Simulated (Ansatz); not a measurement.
Geometry optimisation, Ansatz, UKS PBE/def2-SVP.

Input:

```yaml
crystal:
  periodic: [false, false, false]
  atoms:
    - { symbol: W, position_ang: [0.0, 0.0, 0.0] }
    - { symbol: H, position_ang: [0.0, 0.0, 1.97] }
    - { symbol: F, position_ang: [1.85, 0.0, 0.0] }
    - { symbol: F, position_ang: [0.0, 1.85, 0.0] }
    - { symbol: F, position_ang: [-1.85, 0.0, 0.0] }
    - { symbol: F, position_ang: [0.0, -1.85, 0.0] }
    - { symbol: F, position_ang: [0.0, 0.0, -1.85] }
    - { symbol: Cl, position_ang: [0.0, 0.0, 3.64] }
magnetization:
  spin_polarized: true
  initial_magnetization: 1
basis:
  gaussian: { orbitals: def2-SVP }
hamiltonian:
  xc: pbe
relax:
  f_tol: 0.15
  max_steps: 25
  restrain:
    - { distance: [1, 7], at: 1.37, k: 30.0 }
    - { distance: [0, 1], at: 2.92, k: 30.0 }
```

Run as:

```bash
$ ansatz run input.yaml --threads 4 --pin off --max-ram 5120MiB --backend cpu --events-out ev --progress --plain --runs-dir out
```

**Question.** Where does it end, and by what steps?

**Answer.** The run converged. The restraints hold the end off the free minimum; the threshold counts their pulls, which the force column leaves out. Restrained pairs: H2–Cl8 (1.67 → 1.34 Å), W1–H2 (1.97 → 2.92 Å). After 18 steps the energy has fallen by 1.906 eV (the restraints' own energy left out); H2 moved furthest, 1.20 Å.

```csv
step,energy less start (eV),largest force component (eV/Å),accepted
0,0.0000,1.556,yes
1,-0.2991,3.891,yes
2,-0.6694,5.324,yes
3,-1.0594,0.874,yes
4,-1.2374,1.780,yes
5,-1.3815,1.736,yes
6,-1.4458,1.073,yes
7,-1.4607,1.027,yes
8,-1.4744,1.537,yes
9,-1.5359,1.321,yes
10,-1.6259,1.080,yes
11,-1.7064,0.900,yes
12,-1.7688,1.031,yes
13,-1.7990,0.998,yes
14,-1.8549,0.837,yes
15,-1.8566,1.274,yes
16,-1.8689,1.386,yes
17,-1.9007,0.864,yes
18,-1.9064,0.783,yes
```

```xyz
8
Properties=species:S:1:pos:R:3
W 0.166 -0.001 -0.120
H -1.056 -0.028 2.535
F 2.027 0.171 0.073
F 0.075 1.871 0.156
F -1.646 -0.008 0.466
F 0.481 -1.864 -0.091
F -0.326 -0.128 -1.910
Cl 0.279 -0.013 2.651
```

Run time: 43 s on 4 threads of AMD EPYC 9R45 96-Core Processor (Zen 5) (shared host), peak memory 0.38 GiB.
